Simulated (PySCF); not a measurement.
Identify the unknown among the candidates.

All candidates are C8H8S.

| technique | computed result |
| --- | --- |
| 1H NMR | chemical shifts (computed TMS as zero) by class: 8.70 (2 H), 7.84 (1 H), 7.70 (2 H), 3.43 (3 H) ppm [GIAO PBE0/pcSseg-1] |
| Dipole | 3.21 D [PBE0/pcSseg-1] |
| Rotational structure | rotational constants A, B, C: 3.024, 0.967, 0.738 GHz [GFN2-xTB] |
| 13C NMR | chemical shifts (computed TMS as zero) by class: 254.5 (1 C), 142.6 (1 C), 140.0 (1 C), 134.1 (2 C), 133.5 (2 C), 39.6 (1 C) ppm [GIAO PBE0/pcSseg-1] |
| NMR, other nuclei | isotropic shieldings of nuclei other than C and H, by class: -482 (1 S) ppm [GIAO PBE0/pcSseg-1] |

Electronic properties: PySCF, gas phase, density fitting. Levels stand in brackets. The structure is a single GFN2-xTB conformer in the gas phase; no vibrational or solvent corrections. Each NMR value is the plain mean over a class of atoms that symmetry, rotation or inversion makes alike.

Task: Which candidate is it?
A. `c1ccc2c(c1)CCS2`
B. `C#C/C=C/C(=S)CC=C`
C. `CC(=S)c1ccccc1`

Result: C. It is `CC(=S)c1ccccc1`. Numbering: `[CH3:1][C:2](=[S:3])[c:4]1[cH:5][cH:6][cH:7][cH:8][cH:9]1`. Its formula, C8H8S, gives 5 degrees of unsaturation: 1 ring and 4 π bonds in the structure found (Kekulé form). 8 carbons fall into 6 classes; from least to most shielded: thiocarbonyl carbon [C2] (254.5 ppm), substituted aromatic carbon [C4] (142.6 ppm), aromatic CH carbon [C7] (140.0 ppm), aromatic CH carbon [C5/C9] (134.1 ppm, 2 C, up to 9.2 ppm apart in this geometry), aromatic CH carbon [C6/C8] (133.5 ppm, 2 C), methyl carbon [C1] (39.6 ppm). Hydrogen classes from least to most shielded: 2 H on the ortho carbons, C5/C9 (8.70 ppm, a mean of values up to 1.1 ppm apart in this geometry), 1 H on the para carbon, C7 (7.84 ppm), 2 H on the meta carbons, C6/C8 (7.70 ppm), 3 H on a methyl carbon, C1 (3.43 ppm). The other shieldings belong to: -482 ppm, thiocarbonyl sulfur [S3]. By its constants the optimised geometry is an asymmetric top.

The others, at the same levels:
- `c1ccc2c(c1)CCS2` fails: it has 8 carbon classes against 6; its computed 13C shifts are 150.5 (1 C), 143.9 (1 C), 132.8 (1 C), 129.7 (1 C), 128.6 (1 C), 126.9 (1 C), 39.3 (1 C), 38.4 (1 C) ppm, 1H shifts are 7.43 (1 H), 7.42 (1 H), 7.37 (1 H), 7.19 (1 H), 3.38 (2 H), 3.35 (2 H) ppm and smallest rotational constant is 0.898 GHz (against 0.738 GHz).
- `C#C/C=C/C(=S)CC=C` fails: it has 8 carbon classes against 6; its computed 13C shifts are 257.5 (1 C), 156.6 (1 C), 149.2 (1 C), 124.6 (1 C), 124.4 (1 C), 109.1 (1 C), 87.8 (1 C), 59.5 (1 C) ppm, 1H shifts are 7.30 (1 H), 6.64 (1 H), 6.21 (1 H), 5.57 (1 H), 5.51 (1 H), 4.30 (2 H), 3.91 (1 H) ppm and rotational constant A is 1.606 GHz (against 3.024 GHz).

Each candidate is one conformer, not necessarily the lowest. Dipoles, sizes and rotational constants follow the conformer. The torsions of the flexible species, by atom-mapped SMILES:
- `[CH3:1][C:2](=[S:3])[c:4]1[cH:5][cH:6][cH:7][cH:8][cH:9]1`: C1–C2–C4–C5 174°
- `[CH:1]#[C:2]/[CH:3]=[CH:4]/[C:5](=[S:6])[CH2:7][CH:8]=[CH2:9]`: C3–C4–C5–S6 178°, C4–C5–C7–C8 73°, C5–C7–C8–C9 -127°
